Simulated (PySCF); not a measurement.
Br2Sn, neutral, multiplicity 1. Atoms are numbered in the order given.

```xyz
3

Sn     0.0000     0.0000     0.9565
Br     0.0000    -1.9692    -0.6832
Br     0.0000     1.9692    -0.6832
```

The structure is a stationary point at PBE-D3(BJ)/def2-SVP. The isomer is the one that the SMILES or the coordinates give; other isomers of the formula were not compared. The def2 effective core potentials stand for the cores of Sn; spin–orbit coupling is left out.

These are B3LYP/def2-TZVPD run with PySCF values and carry that method's errors.

total energy: -5362.86840 hartree
point group: C2v
highest occupied level: -7.61 eV
lowest empty level: -3.57 eV
orbital gap: 4.04 eV
dipole moment: 3.28 D
quadrupole, principal values (traceless, Buckingham form, about the centre of nuclear charge): -9.37, 4.21, 5.17 D·Å
mean static polarisability: 91.8 bohr³ (13.60 Å³)
polarisability, principal values: 64.9, 90.9, 119.6 bohr³
